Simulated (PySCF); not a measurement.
Potential energy of ErSi along the bond

Set-up: Er x2c-TZVPall, Si x2c-TZVPall; spin-free X2C with a Gaussian nucleus (PySCF 2.14). Energies in eV from Er (4f12 6s2) + Si in their ground configurations at the same level. State: Ms = 2 determinant of mixed spin, about 12.0 electrons in the 4f shell (Mulliken), real f orbitals that mix terms.

All columns are PBE0. A positive dipole means Er(−)Si(+).

```json
{"R (Å)": "2.437", "E (eV)": "-1.058", "μ (D)": "-3.88", "Mulliken charge on Er (basis-dependent)": "0.47", "HOMO (eV)": "-4.35", "LUMO (eV)": "-2.10", "Mayer bond order": "1.75", "⟨S²⟩": "6.34"}
{"R (Å)": "2.551", "E (eV)": "-1.325", "μ (D)": "-4.19", "Mulliken charge on Er (basis-dependent)": "0.46", "HOMO (eV)": "-4.40", "LUMO (eV)": "-2.13", "Mayer bond order": "1.62", "⟨S²⟩": "6.35"}
{"R (Å)": "2.664", "E (eV)": "-1.475", "μ (D)": "-4.46", "Mulliken charge on Er (basis-dependent)": "0.45", "HOMO (eV)": "-4.38", "LUMO (eV)": "-2.17", "Mayer bond order": "1.51", "⟨S²⟩": "6.37"}
{"R (Å)": "2.749", "E (eV)": "-1.528", "μ (D)": "-4.64", "Mulliken charge on Er (basis-dependent)": "0.43", "HOMO (eV)": "-4.39", "LUMO (eV)": "-2.22", "Mayer bond order": "1.44", "⟨S²⟩": "6.38"}
{"R (Å)": "2.834", "E (eV)": "-1.542", "μ (D)": "-4.82", "Mulliken charge on Er (basis-dependent)": "0.43", "HOMO (eV)": "-4.43", "LUMO (eV)": "-2.26", "Mayer bond order": "1.37", "⟨S²⟩": "6.39"}
{"R (Å)": "2.919", "E (eV)": "-1.525", "μ (D)": "-4.98", "Mulliken charge on Er (basis-dependent)": "0.42", "HOMO (eV)": "-4.48", "LUMO (eV)": "-2.31", "Mayer bond order": "1.31", "⟨S²⟩": "6.40"}
{"R (Å)": "3.032", "E (eV)": "-1.468", "μ (D)": "-5.19", "Mulliken charge on Er (basis-dependent)": "0.41", "HOMO (eV)": "-4.56", "LUMO (eV)": "-2.38", "Mayer bond order": "1.24", "⟨S²⟩": "6.41"}
{"R (Å)": "3.174", "E (eV)": "-1.361", "μ (D)": "-5.42", "Mulliken charge on Er (basis-dependent)": "0.40", "HOMO (eV)": "-4.64", "LUMO (eV)": "-2.46", "Mayer bond order": "1.15", "⟨S²⟩": "6.40"}
{"R (Å)": "3.344", "E (eV)": "-1.204", "μ (D)": "-5.63", "Mulliken charge on Er (basis-dependent)": "0.39", "HOMO (eV)": "-4.57", "LUMO (eV)": "-2.56", "Mayer bond order": "1.05", "⟨S²⟩": "6.39"}
{"R (Å)": "3.571", "E (eV)": "-0.985", "μ (D)": "-5.78", "Mulliken charge on Er (basis-dependent)": "0.37", "HOMO (eV)": "-4.52", "LUMO (eV)": "-2.67", "Mayer bond order": "0.94", "⟨S²⟩": "6.35"}
```

A fit through these points gives, at Re = 2.827 Å, μ = -4.80 D and dμ/dR = -1.99 D/Å; the reduced mass is 23.94 u.

**Question.** How strong is the fundamental in the double-harmonic approximation, I = 42.26·(dμ/dR)²/μred km/mol?

**Answer.** I = 42.26·(-1.99)²/23.94 = 6.99 km/mol at PBE0.

Spin–orbit coupling is left out, which matters for elements this heavy, above all for dissociation energies. With d or f electrons several states lie close, and the lowest PBE0 determinant need not be the measured ground state.
